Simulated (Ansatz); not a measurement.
Several settings on one geometry of the cluster B5 (that of the charge 0 doublet, PBE-D4/def2-SVP). Ansatz on 4 threads of Arm Neoverse N1 on a shared host; times are rough.

```xyz
5

B    -1.497   -0.695   -0.124
B     1.630   -0.282    0.028
B     0.664    0.975    0.121
B     0.104   -0.767   -0.068
B    -0.902    0.769    0.044
```

Totals from different functionals, basis sets or treatments of relativity can't be compared as stabilities.

The 6-31G sets use Cartesian d functions. Correlated methods freeze 5 core orbitals.

Scalar relativity in a set contracted without it gives distorted totals.

The spins typed aren't always the lowest for that charge.

Problem. Give the basis size and estimate the energy, ⟨S²⟩ and time of these runs.

```json
{"run": "1", "method": "RKS PBE/6-31G", "charge": "1", "state": "singlet", "further keys": "final_grid: {core_spheres: 20, valence_spheres: 16, degree: 47}; scf: {omitted_lower_state_checks: [starts]}; forces asked"}
{"run": "2", "method": "UKS PBEsol-D4/6-31G*", "charge": "0", "state": "doublet", "further keys": "pseudopotentials: {relativity: scalar}; scf: {omitted_lower_state_checks: [starts]}"}
{"run": "3", "method": "UKS ωB97X-V/6-31G*", "charge": "0", "state": "doublet", "further keys": "final_grid: {core_spheres: 8, valence_spheres: 7, degree: 23}; forces asked"}
{"run": "4", "method": "UKS B2PLYP/cc-pVDZ", "charge": "0", "state": "doublet", "further keys": "scf: {omitted_lower_state_checks: [starts]}"}
```

Solution. 
```json
{"run": "1", "functions": "45", "energy (Eh)": "-123.4231", "⟨S²⟩": "–", "wall time": "0.95 s"}
{"run": "2", "functions": "75", "energy (Eh)": "-123.1781", "⟨S²⟩": "0.85", "wall time": "1.1 s"}
{"run": "3", "functions": "75", "energy (Eh)": "-123.9172", "⟨S²⟩": "1.01", "wall time": "3.1 s"}
{"run": "4", "functions": "70", "energy (Eh)": "-123.8231", "⟨S²⟩": "1.13", "wall time": "1.8 s"}
```

The restricted singlet is unstable towards broken spin symmetry in Hartree–Fock (as tested in another run); at RKS PBE/6-31G this wasn't settled. At UKS ωB97X-V/6-31G*, UKS B2PLYP/cc-pVDZ the charge 0 doublet is spin-contaminated (final ⟨S²⟩ up to 1.13, 0.75 for a pure state).
